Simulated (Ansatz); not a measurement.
Ligand exchange: AuCl + SiH3(SH) → AuSH + SiH3Cl

Species: AuCl (gold monochloride), singlet; SiH3(SH) (sulfanylsilane), singlet; AuSH `[SH][Au]`, singlet; SiH3Cl (chlorosilane) `[SiH3]Cl`, singlet. The partners trade Cl for SH: Au–Cl and Si–SH bonds give way to Au–SH and Si–Cl.

Shapes, held fixed at every level: PBE0-D4/def2-TZVP. Programs: Ansatz 0.2.0. The zero-point and thermal change to 298 K, harmonic and unscaled (PBE0-D4/def2-TZVP), is -0.7 kJ/mol.

| level | kind | ΔH(298 K) (kJ/mol) | less CCSD(T)/def2-TZVPP |
| --- | --- | --- | --- |
| HF/def2-TZVPP | Hartree–Fock | -35.3 | +26.6 |
| SPW92/def2-TZVPP | LDA | -69.4 | -7.5 |
| BHLYP-D4/def2-TZVPP | global hybrid | -52.1 | +9.8 |
| PBE0-D4/def2-TZVPP | global hybrid | -57.1 | +4.8 |
| wB97X-V/def2-TZVPP | range-separated hybrid | -49.5 | +12.4 |
| CCSD/def2-SVP | coupled cluster or CI | -57.4 | +4.5 |
| CCSD/def2-TZVPP | coupled cluster or CI | -58.5 | +3.4 |
| CCSD(T)/def2-TZVPP | coupled cluster or CI | -61.9 | 0.0 |

The highest level, CCSD(T)/def2-TZVPP, gives ΔH(298 K) = -61.9 kJ/mol; the levels span -69.4 to -35.3. The column of differences is taken from that level and isn't an error. No measured value is set beside it here. T1 is large for AuCl, AuSH, so single-reference values are less sure there. For atoms past krypton def2 sets carry core potentials with scalar relativity. Correlated rows may include outer-core shells of Au, which these sets cover unevenly.
